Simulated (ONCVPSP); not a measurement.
**An all-electron radial function and its pseudo partner (titanium)**

Columns: radius, all-electron u(r) and pseudo u(r) of the 3d shell (level -5.10 eV) of titanium in the configuration [Ne] 3s2 3p6 3d2 4s1.5 4p0.5; LDA (Perdew-Wang 92), scalar-relativistic, ONCV scheme, ONCVPSP 4.0.1.

```tsv
r (bohr)	all-electron	pseudo
0.098	0.0303	0.0056
0.195	0.1357	0.0412
0.292	0.2772	0.1244
0.390	0.4193	0.2552
0.488	0.5407	0.4138
0.585	0.6339	0.5697
0.682	0.7000	0.6986
0.780	0.7423	0.7852
0.878	0.7645	0.8257
0.975	0.7710	0.8290
1.072	0.7659	0.8091
1.170	0.7524	0.7784
1.268	0.7329	0.7454
1.365	0.7096	0.7143
1.463	0.6835	0.6847
1.560	0.6562	0.6563
1.658	0.6278	0.6277
1.755	0.5995	0.5994
1.852	0.5715	0.5714
1.950	0.5437	0.5437
2.047	0.5170	0.5170
2.145	0.4909	0.4909
2.242	0.4661	0.4661
2.340	0.4420	0.4420
2.438	0.4190	0.4190
2.535	0.3973	0.3973
```

How many radial nodes do the two functions have?

The all-electron 3d function has n − l − 1 = 0; the pseudo-wave has 0.

At about which radius was the pseudo-wave matched?

1.70 bohr. The columns agree to 0.0005 from 1.56 bohr on; several derivatives are matched, so the curves merge somewhat inside the radius.

Is the pseudo-wave norm-conserving?

Yes: the ONCV scheme keeps the norm inside the radius equal to the all-electron one, which fixes the energy derivative of the logarithmic derivative at the level.
